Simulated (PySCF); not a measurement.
B3LYP has the VWN-RPA correlation part, as in Gaussian. Excitations are Tamm–Dancoff values on a coarser integration grid. The basis has no diffuse functions, so Rydberg states are missing or too high.

Z-matrix (Å, degrees):
```
B
Cl 1 1.7647
S 1 1.8011 2 121.96
H 3 1.3431 1 97.09 2 0.08
S 1 1.8012 2 116.69 4 -179.90
H 5 1.3448 1 97.30 2 179.91
```
Charge 0, multiplicity 1.

Question: Give the brightest of the four lowest singlets (TDA), dipole moment and T1 excitation (TDA) at the level B3LYP-D3(BJ)/def2-TZVP in PySCF.

Answer: 
| Item | Value |
|---|---|
| brightest of the four lowest singlets (TDA) | 5.92 eV |
| dipole moment | 1.12 D |
| T1 excitation (TDA) | 4.68 eV |
